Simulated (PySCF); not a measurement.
HBrGeS, singlet, at a GFN2-xTB geometry. Base run: DF-R2SCAN/cc-pV(D+d)Z (PySCF).

PySCF was given this input:
```python
from pyscf import gto, scf, dft

mol = gto.M(
    atom='''
Ge    0.17820493   -0.97952960    0.10829729
Br    0.81806829    1.27700871    0.09018701
S    -2.00414445   -0.70869642   -0.39150633
H    -2.26863656   -2.01121513   -0.35795711
''',
    basis='cc-pv(d+d)z',
    verbose=4,
    max_memory=1800,
)

mf = dft.RKS(mol)
mf.xc = 'r2scan'
mf = mf.density_fit(auxbasis='def2-universal-jkfit')
mf.kernel()
```

All variants below ran on the same shared machine, one core each. Differences are taken from the largest basis of the cc-pV(X+d)Z family in the series, which isn't the basis-set limit (cc-pV(Q+d)Z: -6.610 eV). The cheapest run took very roughly 18 core-seconds.

```csv
setting,basis functions,"cost, times the cheapest (rough)",difference in HOMO energy (eV)
cc-pV(D+d)Z,82,1,0.062
cc-pV(T+d)Z,139,2,0.006
cc-pV(Q+d)Z,230,4,reference
```

Times come from a shared machine, hold the start-up and are rough.
